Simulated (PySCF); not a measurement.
**Dipole response of Zr⁻ (zirconium, charge -1)**

[Kr] 4d3 5s2, high-spin 4F determinant. All numbers are calculated (PySCF 2.14, scalar relativity by spin-free X2C-1e, in x2c-TZVPPall with one added diffuse shell each of s, p, d, f type (9s7p7d3f1g, 95 functions)). Coupled (time-dependent) response in atomic units; α is the mean over directions.

| method | mean α (bohr³) | C₆ (like pair) | S(−4) |
| --- | --- | --- | --- |
| CAM-B3LYP | 443.0 | 9313 | 187500 |

S(−4) is the Cauchy moment in α(ω) = α(0) + S(−4) ω² + …

Spin-orbit coupling is absent.

α(iu) at CAM-B3LYP:

| u (hartree) | α(iu) (bohr³) |
| --- | --- |
| 0 | 443.0 |
| 0.0500 | 253.7 |
| 0.100 | 139.2 |
| 0.200 | 61.90 |
| 0.300 | 35.97 |
| 0.500 | 17.60 |
| 0.750 | 9.969 |
| 1.00 | 6.641 |
| 1.50 | 3.668 |
| 2.00 | 2.346 |
| 3.00 | 1.197 |
| 5.00 | 0.4845 |

A single London oscillator, α(iu) = α/(1 + u²/ω²), gives C₆ = (3/4) ω α². Matching the computed C₆ needs ω = 4 × 9313 / (3 × 443.0²) = 0.0633 hartree.

For an ion, C₆ is the dispersion term alone; charge-induced terms of lower order in 1/R come first.

The outer electron is barely bound at this level, so radii and moments hang on the diffuse functions.
